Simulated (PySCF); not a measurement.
but-1-en-3-yne (C4H4), SMILES C#CC=C. Geometry: PBE-D3(BJ)/def2-SVP.

Computed equilibrium geometry at PBE-D3(BJ)/def2-SVP (PySCF confirms it by a frequency run) as Cartesian coordinates in Å, and its point group:
point group Cs.
```xyz
8

C      0.1746    -1.9279     0.0000
C     -0.1153    -0.7359     0.0000
C     -0.4906     0.6372     0.0000
C      0.3755     1.6773     0.0000
H      0.4399    -2.9757     0.0000
H     -1.5774     0.8410     0.0000
H      1.4646     1.5171     0.0000
H      0.0076     2.7142     0.0000
```
